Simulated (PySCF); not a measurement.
Work out the structure from these simulated measurements.

Elements present: C, F, H and O. Monoisotopic mass: 163.9897 u.

* UV, first state: lowest singlet excitation: 5.48 eV (226 nm, f = 0.001) [TDDFT PBE0/def2-SVPD]
* 13C NMR: chemical shifts (computed TMS as zero) by class: 163.1 (1 C), 129.2 (1 C), 116.0 (1 C) ppm [GIAO PBE0/pcSseg-1]
* Rotational structure: rotational constants A, B, C: 2.425, 0.816, 0.776 GHz [GFN2-xTB]
* UV, strongest line: among the 6 lowest singlet transitions: S5 at 9.00 eV (138 nm, f = 0.100) [TDDFT PBE0/def2-SVPD]
* Triplet: lowest triplet excitation (Tamm–Dancoff): 4.84 eV [TDA PBE0/def2-SVPD]
* Dipole: 1.38 D [PBE0/def2-SVPD]
* 1H NMR: chemical shifts (computed TMS as zero) by class: 6.31 (1 H) ppm [GIAO PBE0/pcSseg-1]

Electronic properties: PySCF, gas phase, density fitting. Levels stand in brackets. One conformer (not necessarily the lowest) at the GFN2-xTB geometry, without solvent, vibrations or thermal averaging. Each NMR value is the plain mean over a class of atoms that symmetry, rotation or inversion makes alike.

Task: Which formula fits the mass and the elements?

Result: C3HF5O2 (calculated 163.9897). No other formula that holds each of these elements comes within 0.0003 u with a fitting electron parity and a possible valence count.

Task: Give a SMILES that accounts for the data.

Result: Numbering: `[O:1]=[C:2]([O:3][C:4]([F:5])([F:6])[F:7])[CH:8]([F:9])[F:10]`. Its formula, C3HF5O2, gives 1 degree of unsaturation: 0 rings and 1 π bond in the structure found. 3 carbons fall into 3 classes; from least to most shielded: ester carbonyl carbon [C2] (163.1 ppm), CF3 carbon [C4] (129.2 ppm), CHF2 carbon [C8] (116.0 ppm). The one hydrogen (6.31 ppm): methine hydrogen. S1 is mainly HOMO→LUMO (weight 0.97); the largest Löwdin shares of the orbital it empties are 0.55 on the ester carbonyl oxygen, 0.10 on the ester carbonyl carbon, 0.09 on the ester single-bonded oxygen and 0.08 on the CHF2 carbon, of the orbital it fills 0.37 on the ester carbonyl carbon, 0.32 on the ester carbonyl oxygen, 0.11 on the ester single-bonded oxygen and 0.07 on the CHF2 carbon. The optimised geometry has point group Cs and is an asymmetric top. Structure: `O(C(F)(F)F)C(=O)C(F)F`. Computed isomers that give other values at the same levels: `O=C(O)C(F)(F)C(F)(F)F` (1H chemical shifts (computed TMS as zero) by class: 6.90 (1 H) ppm). The assignments are read from this structure; whether some other isomer fits the data as well wasn't checked.

Shape of the structure used: `[O:1]=[C:2]([O:3][C:4]([F:5])([F:6])[F:7])[CH:8]([F:9])[F:10]`: O1–C2–O3–C4 0°, C2–O3–C4–F5 -60°, O1–C2–C8–F9 -120°.
